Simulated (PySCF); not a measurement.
Compound: C5H14BPSi.
Bonds: B1–P2, P2–Si3, Si3–C4, C4–C5, C5–C6, C6–C7, C7–C8, C4–C8. Hydrogens: H9, H10 on B1; H11 on P2; H12, H13 on Si3; H14 on C4; H15, H16 on C5; H17, H18 on C6; H19, H20 on C7; H21, H22 on C8.

Computed, not measured: PBE0-D3(BJ)/def2-SVP geometry optimisation, gas phase (PySCF).

Task: What internal coordinates does the optimisation give?

Result: 
```json
{"bond": "B1–P2", "length (bohr)": "3.495"}
{"bond": "P2–Si3", "length (bohr)": "4.258"}
{"bond": "Si3–C4", "length (bohr)": "3.579"}
{"bond": "C4–C5, C4–C8", "length (bohr)": "2.903"}
{"bond": "C5–C6", "length (bohr)": "2.915"}
{"bond": "C6–C7", "length (bohr)": "2.920"}
{"bond": "C7–C8", "length (bohr)": "2.892"}
{"bond": "B1–H9, B1–H10", "length (bohr)": "2.282"}
{"bond": "P2–H11", "length (bohr)": "2.683"}
{"bond": "Si3–H12, Si3–H13", "length (bohr)": "2.827"}
{"bond": "C4–H14", "length (bohr)": "2.085"}
{"bond": "C5–H15, C8–H21", "length (bohr)": "2.086"}
{"bond": "C5–H16, C8–H22", "length (bohr)": "2.082"}
{"bond": "C6–H17, C7–H19", "length (bohr)": "2.079"}
{"bond": "C6–H18, C7–H20", "length (bohr)": "2.081"}
```

Bonds in one row agree within 0.02 bohr and their mean is given. A selection of angles:
```json
{"angle": "P2–B1–H9", "degrees": "118.6"}
{"angle": "P2–B1–H10", "degrees": "120.5"}
{"angle": "H9–B1–H10", "degrees": "120.5"}
{"angle": "B1–P2–Si3", "degrees": "108.2"}
{"angle": "B1–P2–H11", "degrees": "106.4"}
{"angle": "Si3–P2–H11", "degrees": "105.0"}
{"angle": "P2–Si3–C4", "degrees": "109.2"}
{"angle": "P2–Si3–H12", "degrees": "106.0"}
{"angle": "P2–Si3–H13", "degrees": "112.1"}
{"angle": "C4–Si3–H12", "degrees": "110.0"}
{"angle": "C4–Si3–H13", "degrees": "111.5"}
{"angle": "H12–Si3–H13", "degrees": "107.7"}
{"angle": "Si3–C4–C5", "degrees": "111.1"}
{"angle": "Si3–C4–C8", "degrees": "114.6"}
{"angle": "Si3–C4–H14", "degrees": "105.3"}
{"angle": "C5–C4–C8", "degrees": "102.2"}
{"angle": "C5–C4–H14", "degrees": "112.1"}
{"angle": "C4–C5–C6", "degrees": "105.0"}
{"angle": "C4–C5–H15", "degrees": "108.7"}
{"angle": "C4–C5–H16", "degrees": "113.9"}
{"angle": "C6–C5–H15", "degrees": "110.1"}
{"angle": "C6–C5–H16", "degrees": "112.7"}
{"angle": "H15–C5–H16", "degrees": "106.3"}
{"angle": "C5–C6–C7", "degrees": "106.1"}
{"angle": "C5–C6–H17", "degrees": "110.8"}
{"angle": "C5–C6–H18", "degrees": "111.1"}
{"angle": "C7–C6–H17", "degrees": "111.9"}
{"angle": "C7–C6–H18", "degrees": "110.7"}
{"angle": "H17–C6–H18", "degrees": "106.2"}
{"angle": "C6–C7–H19", "degrees": "112.8"}
{"angle": "C6–C7–H20", "degrees": "110.3"}
{"angle": "C8–C7–H20", "degrees": "109.7"}
{"angle": "C4–C8–C7", "degrees": "103.9"}
{"angle": "H21–C8–H22", "degrees": "106.7"}
```

Dihedral angles: B1–P2–Si3–C4 -90°; P2–Si3–C4–C5 167° (antiperiplanar); Si3–C4–C5–C6 -86° (synclinal); C4–C5–C6–C7 -18° (synperiplanar); C5–C6–C7–C8 -8° (synperiplanar); C6–C7–C8–C4 31° (synclinal); Si3–C4–C8–C7 78° (synclinal). The mirror-image conformer, all signs reversed, is as good.

P2 (three-coordinate phosphorus) is pyramidal (angles 108.2°, 106.4° and 105.0°, sum 319.7°, 0.67 Å off the plane of its three neighbours). B1 (three-coordinate boron) is planar (angles 120.5°, 120.5° and 118.6°, sum 359.6°, 0.05 Å off the plane of its three neighbours). The 5-membered ring C4–C5–C6–C7–C8 has internal angles of 102.2° to 106.1°; it is puckered, 0.18 Å rms from its mean plane, widest ring torsion 42°. Si3 (SiH2 silicon) is distorted tetrahedral (angles from 106.0° to 112.1°). Of the pairs four or more bonds apart, Si3···H20 is among the closest relative to their van der Waals radii: 3.19 Å, 97 % of the sum of Bondi's values.

Point group: C1 (no symmetry element, even within 0.4 Å). Whether it is a minimum is left open (no frequencies). The numbers are those of one conformer (H–B1–P2–Si3 46° and -142°, B1–P2–Si3–C4 -90°, P2–Si3–C4–C5 167°, Si3–C4–C5–C6 -86°, C4–C5–C6–C7 -18°, C5–C6–C7–C8 -8°, C6–C7–C8–C4 31°).
